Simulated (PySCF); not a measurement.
Structure with atom numbers: `[CH3:1][SiH2:2][C:3](=[O:4])[N:5]([CH3:6])[CH3:7]`; H(Xn) means a hydrogen on atom n.

Geometry: PBE0-D3(BJ)/def2-SVP; GIAO absolute shieldings from PySCF, gas phase, non-relativistic, averaged over equivalent atoms.

At PBE0/pcSseg-1 (181 basis functions, 49 s wall time on 1 thread of an Arm Neoverse N1, shared host):
```json
{"atoms": "C3", "σ (ppm)": "3.1"}
{"atoms": "C6/C7", "σ (ppm)": "150.9"}
{"atoms": "C1", "σ (ppm)": "192.6"}
{"atoms": "Si2", "σ (ppm)": "410.5"}
{"atoms": "O4", "σ (ppm)": "-156.6"}
{"atoms": "N5", "σ (ppm)": "126.9"}
{"atoms": "H(Si2)", "σ (ppm)": "26.78"}
{"atoms": "H(C6)/H(C7)", "σ (ppm)": "28.42"}
{"atoms": "H(C1)", "σ (ppm)": "30.89"}
```

Problem. What do these become at PBE/pcSseg-1?

Solution. 
```
      atoms  σ at PBE/pcSseg-1  change
         C3                6.1    +3.0
      C6/C7              146.2    -4.7
         C1              188.6    -4.0
        Si2              399.1   -11.4
         O4             -149.3    +7.3
         N5              117.1    -9.8
     H(Si2)              26.55   -0.23
H(C6)/H(C7)              28.32   -0.10
      H(C1)              30.87   -0.02
```

The largest change is at Si2 (silicon bonded to 2 C, 2 H). Cost: 181 basis functions, 60 s wall time on 1 thread of an Arm Neoverse N1, shared host. The order of the carbon signals is the same at both levels.
